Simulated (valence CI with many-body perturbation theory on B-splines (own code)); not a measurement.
E1 transitions of Cd XLII

Method: valence CI with perturbative core correlation (CI+MBPT): five valence electrons over a frozen Dirac-Fock core [He], radial functions for each j: 11 s, 11 p, 10 d, 8 f, 5 g, 2 h, with the one-electron correlation potential Σ1, the two-electron term Σ2, the three-electron term Σ3, Breit, model QED; selected CI, second order for the rest, scaled by the run's own slope (own B-spline code, finite nucleus).

The last digits are not significant, and no measured levels were compared; by estimate large intervals hold to a few tenths of a per cent, small ones and those within an open d or f shell to about a per cent. Among the levels kept, up to 7100 cm⁻¹ of a level comes from second order outside the variational space, and about a tenth of that is noise between levels of different J, which matters for small intervals.

Lines 1 to 50 of 597 in falling wavelength, among levels below 4473.0 eV, chosen from the strongest by gf and those to the six lowest levels. Wavelengths and rates use the calculated energies. Electric multipoles are in the length gauge, E1 and E2 with the static RPA response of the core. Weak lines are less certain than strong ones. Lines between different terms over intervals too small for the method are left out, as are lines whose strength nearly cancels. Where a level lies close to another of its J and parity, the split of strength between their lines is uncertain. The highest levels of a list are the least certain.

Levels are named by their leading jj configuration (3d3/2^4 stands for four electrons in 3d with j = 3/2), which in mixed levels can hold well under half, so a name can repeat and another be missing. Letters in brackets count levels of one name in rising energy.

| λ vac (Å) | Upper | Lower | A (s⁻¹) | S (a.u.) with core polarisation | S without |
| --- | --- | --- | --- | --- | --- |
| 268.3 | (2s 2p1/2 2p3/2^2 3p1/2) J=7/2 | (2s 2p1/2 2p3/2^2 3s) J=5/2 [b] | 1.13e+09 | 8.65e-02 | 8.65e-02 |
| 256.3 | (2p1/2^2 2p3/2^2 3p1/2) J=5/2 | (2p1/2^2 2p3/2^2 3s) J=3/2 | 1.55e+09 | 7.73e-02 | 7.74e-02 |
| 236.2 | (2s^2 2p1/2 2p3/2 3p1/2) J=5/2 | (2s^2 2p1/2 2p3/2 3s) J=3/2 [b] | 1.70e+09 | 6.65e-02 | 6.65e-02 |
| 232.9 | (2s 2p1/2 2p3/2^2 3p1/2) J=5/2 [c] | (2s 2p1/2 2p3/2^2 3s) J=3/2 [d] | 1.98e+09 | 7.41e-02 | 7.41e-02 |
| 229.3 | (2p1/2^2 2p3/2^2 3p1/2) J=3/2 | (2p1/2^2 2p3/2^2 3s) J=5/2 | 3.58e+09 | 8.53e-02 | 8.54e-02 |
| 220.0 | (2p1/2^2 2p3/2^2 3p1/2) J=5/2 | (2p1/2^2 2p3/2^2 3s) J=5/2 | 2.68e+09 | 8.45e-02 | 8.46e-02 |
| 219.1 | (2s 2p1/2 2p3/2^2 3p1/2) J=3/2 [a] | (2s 2p1/2 2p3/2^2 3s) J=5/2 [a] | 2.95e+09 | 6.13e-02 | 6.13e-02 |
| 213.9 | (2s 2p1/2^2 2p3/2 3p1/2) J=3/2 [a] | (2s 2p1/2^2 2p3/2 3s) J=5/2 | 3.51e+09 | 6.78e-02 | 6.78e-02 |
| 209.0 | (2s 2p3/2^3 3p1/2) J=5/2 | (2s 2p3/2^3 3s) J=3/2 [a] | 2.10e+09 | 5.68e-02 | 5.68e-02 |
| 201.7 | (2s 2p1/2^2 2p3/2 3p1/2) J=5/2 | (2s 2p1/2^2 2p3/2 3s) J=5/2 | 3.30e+09 | 8.02e-02 | 8.03e-02 |
| 195.6 | (2s 2p1/2^2 2p3/2 3d3/2) J=7/2 | (2s 2p1/2^2 2p3/2 3p3/2) J=7/2 | 1.66e+09 | 4.92e-02 | 4.92e-02 |
| 193.9 | (2s^2 2p3/2^2 3p1/2) J=5/2 | (2s^2 2p3/2^2 3s) J=3/2 | 2.71e+09 | 5.85e-02 | 5.85e-02 |
| 193.8 | (2s 2p1/2 2p3/2^2 3p1/2) J=7/2 | (2s 2p1/2 2p3/2^2 3s) J=7/2 [a] | 1.84e+09 | 5.30e-02 | 5.30e-02 |
| 193.7 | (2s 2p1/2 2p3/2^2 3d3/2) J=9/2 | (2s 2p1/2 2p3/2^2 3p3/2) J=9/2 | 1.63e+09 | 5.86e-02 | 5.86e-02 |
| 184.3 | (2s 2p1/2 2p3/2^2 3p1/2) J=5/2 [a] | (2s 2p1/2 2p3/2^2 3s) J=5/2 [a] | 3.61e+09 | 6.68e-02 | 6.68e-02 |
| 179.0 | (2s 2p1/2 2p3/2^2 3d3/2) J=7/2 [a] | (2s 2p1/2 2p3/2^2 3p3/2) J=7/2 [a] | 2.22e+09 | 5.02e-02 | 5.02e-02 |
| 175.7 | (2s^2 2p3/2^2 3p1/2) J=3/2 | (2s^2 2p3/2^2 3s) J=5/2 | 4.75e+09 | 5.09e-02 | 5.09e-02 |
| 172.4 | (2s^2 2p3/2^2 3d5/2) J=5/2 [a] | (2s^2 2p3/2^2 3p3/2) J=3/2 [a] | 3.23e+09 | 4.90e-02 | 4.90e-02 |
| 172.1 | (2s 2p1/2 2p3/2^2 3p1/2) J=5/2 [b] | (2s 2p1/2 2p3/2^2 3s) J=7/2 [b] | 3.12e+09 | 4.71e-02 | 4.71e-02 |
| 168.8 | (2s 2p1/2^2 2p3/2 3d5/2) J=5/2 [a] | (2s 2p1/2^2 2p3/2 3p3/2) J=5/2 [a] | 3.13e+09 | 4.46e-02 | 4.46e-02 |
| 167.8 | (2s 2p1/2^2 2p3/2 3d5/2) J=9/2 | (2s 2p1/2^2 2p3/2 3p3/2) J=7/2 | 9.73e+09 | 2.27e-01 | 2.27e-01 |
| 167.4 | (2s^2 2p3/2^2 3p1/2) J=5/2 | (2s^2 2p3/2^2 3s) J=5/2 | 3.43e+09 | 4.76e-02 | 4.76e-02 |
| 166.5 | (2s 2p1/2 2p3/2^2 3d5/2) J=11/2 | (2s 2p1/2 2p3/2^2 3p3/2) J=9/2 | 9.85e+09 | 2.69e-01 | 2.69e-01 |
| 166.4 | (2s 2p1/2 2p3/2^2 3d5/2) J=9/2 [a] | (2s 2p1/2 2p3/2^2 3p3/2) J=7/2 [a] | 9.44e+09 | 2.15e-01 | 2.15e-01 |
| 166.4 | (2s 2p1/2 2p3/2^2 3p1/2) J=3/2 [d] | (2s 2p1/2 2p3/2^2 3s) J=5/2 [c] | 5.25e+09 | 4.77e-02 | 4.77e-02 |
| 165.1 | (2s 2p1/2 2p3/2^2 3d5/2) J=5/2 [a] | (2s 2p1/2 2p3/2^2 3p3/2) J=3/2 [a] | 3.15e+09 | 4.19e-02 | 4.19e-02 |
| 164.1 | (2s 2p1/2 2p3/2^2 3d5/2) J=7/2 [b] | (2s 2p1/2 2p3/2^2 3p3/2) J=5/2 [b] | 5.41e+09 | 9.44e-02 | 9.44e-02 |
| 163.8 | (2s 2p1/2 2p3/2^2 3d5/2) J=7/2 [e] | (2s 2p1/2 2p3/2^2 3p3/2) J=5/2 [e] | 7.90e+09 | 1.37e-01 | 1.37e-01 |
| 163.1 | (2s^2 2p3/2^2 3d3/2) J=7/2 | (2s^2 2p3/2^2 3p3/2) J=7/2 | 2.88e+09 | 4.94e-02 | 4.94e-02 |
| 161.6 | (2s 2p1/2 2p3/2^2 3d5/2) J=7/2 [d] | (2s 2p1/2 2p3/2^2 3p3/2) J=5/2 [d] | 7.43e+09 | 1.24e-01 | 1.24e-01 |
| 161.6 | (2s 2p1/2 2p3/2^2 3d5/2) J=9/2 [b] | (2s 2p1/2 2p3/2^2 3p3/2) J=7/2 [b] | 8.49e+09 | 1.77e-01 | 1.77e-01 |
| 161.3 | (2s 2p1/2^2 2p3/2 3d5/2) J=5/2 [b] | (2s 2p1/2^2 2p3/2 3p3/2) J=3/2 [b] | 7.79e+09 | 9.68e-02 | 9.68e-02 |
| 160.7 | (2s 2p1/2 2p3/2^2 3d5/2) J=5/2 [b] | (2s 2p1/2 2p3/2^2 3p3/2) J=5/2 [b] | 4.16e+09 | 5.11e-02 | 5.11e-02 |
| 160.2 | (2s 2p1/2 2p3/2^2 3s) J=7/2 [a] | (2s 2p1/2^2 2p3/2 3p3/2) J=5/2 [a] | 3.70e+09 | 6.02e-02 | 6.02e-02 |
| 160.1 | (2s^2 2p1/2^2 3d5/2) J=5/2 | (2s^2 2p1/2^2 3p3/2) J=3/2 | 6.40e+09 | 7.79e-02 | 7.79e-02 |
| 159.5 | (2s^2 2p1/2 2p3/2 3d3/2) J=7/2 | (2s^2 2p1/2 2p3/2 3p3/2) J=5/2 [a] | 3.97e+09 | 6.35e-02 | 6.35e-02 |
| 158.9 | (2s 2p1/2 2p3/2^2 3d5/2) J=5/2 [f] | (2s 2p1/2 2p3/2^2 3p3/2) J=3/2 [f] | 7.77e+09 | 9.23e-02 | 9.23e-02 |
| 158.5 | (2s^2 2p1/2 2p3/2 3d5/2) J=9/2 | (2s^2 2p1/2 2p3/2 3p3/2) J=7/2 | 1.06e+10 | 2.08e-01 | 2.08e-01 |
| 158.0 | (2s 2p1/2^2 2p3/2 3d5/2) J=7/2 | (2s 2p1/2^2 2p3/2 3p3/2) J=5/2 [b] | 1.14e+10 | 1.77e-01 | 1.77e-01 |
| 158.0 | (2s 2p1/2 2p3/2^2 3d5/2) J=5/2 [d] | (2s 2p1/2 2p3/2^2 3p3/2) J=3/2 [c] | 5.68e+09 | 6.63e-02 | 6.63e-02 |
| 157.8 | (2s 2p1/2 2p3/2^2 3d5/2) J=9/2 [c] | (2s 2p1/2 2p3/2^2 3p3/2) J=7/2 [c] | 1.13e+10 | 2.18e-01 | 2.18e-01 |
| 157.3 | (2s 2p1/2 2p3/2^2 3d5/2) J=7/2 [a] | (2s 2p1/2 2p3/2^2 3p3/2) J=5/2 [a] | 7.49e+09 | 1.15e-01 | 1.15e-01 |
| 157.0 | (2s^2 2p3/2^2 3d5/2) J=7/2 | (2s^2 2p3/2^2 3p3/2) J=5/2 | 7.88e+09 | 1.20e-01 | 1.20e-01 |
| 156.4 | (2s 2p1/2 2p3/2^2 3d5/2) J=7/2 [c] | (2s 2p1/2 2p3/2^2 3p3/2) J=5/2 [c] | 1.01e+10 | 1.52e-01 | 1.52e-01 |
| 156.1 | (2s 2p1/2 2p3/2^2 3d5/2) J=5/2 [e] | (2s 2p1/2 2p3/2^2 3p3/2) J=3/2 [e] | 7.82e+09 | 8.81e-02 | 8.81e-02 |
| 155.7 | (2s^2 2p3/2^2 3d5/2) J=9/2 | (2s^2 2p3/2^2 3p3/2) J=7/2 | 1.06e+10 | 1.97e-01 | 1.97e-01 |
| 154.8 | (2s^2 2p3/2^2 3d5/2) J=5/2 [b] | (2s^2 2p3/2^2 3p3/2) J=3/2 [b] | 9.52e+09 | 1.05e-01 | 1.05e-01 |
| 154.0 | (2s 2p1/2 2p3/2^2 3d3/2) J=5/2 [f] | (2s 2p1/2 2p3/2^2 3p3/2) J=3/2 [d] | 5.83e+09 | 6.31e-02 | 6.31e-02 |
| 153.8 | (2s^2 2p1/2 2p3/2 3d5/2) J=7/2 [a] | (2s^2 2p1/2 2p3/2 3p3/2) J=5/2 [a] | 6.46e+09 | 9.28e-02 | 9.28e-02 |
| 153.2 | (2s 2p1/2 2p3/2^2 3p1/2) J=5/2 [b] | (2s 2p1/2 2p3/2^2 3s) J=7/2 [a] | 5.87e+09 | 6.25e-02 | 6.26e-02 |
